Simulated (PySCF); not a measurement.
## Ge⁺: fine-structure interval

Ge⁺ [Ar] 3d10 4s2 4p1 [4p1/2^1, M_J = 1/2] → Ge⁺ [Ar] 3d10 4s2 4p1 [4p3/2^1, M_J = 3/2], as a difference of total energies. Calculation: PySCF 2.14, in x2c-SVPall-2c (5s6p3d, 38 functions); the two-component X2C-1e Hamiltonian. Correlated levels: [Ne] frozen. "Screened" scales the spin-orbit matrix elements by Boettger's factors to mimic the two-electron term; Breit and QED terms are absent.

```csv
method,fine-structure interval (cm⁻¹)
GHF (screened spin-orbit),2556.0
GMP2 (screened spin-orbit),1798.9
GHF (bare spin-orbit),2661.3
```

Errors of the correlated levels include the incompleteness of this basis and the frozen core.

GHF and GMP2 differ strongly here because the two determinants are spin-polarised to different degrees; the interval is a small difference of such terms.

For comparison: 1767.4 cm⁻¹ (measured; NIST Handbook of Basic Atomic Spectroscopic Data (Sansonetti and Martin, J. Phys. Chem. Ref. Data 34, 1559 (2005))).
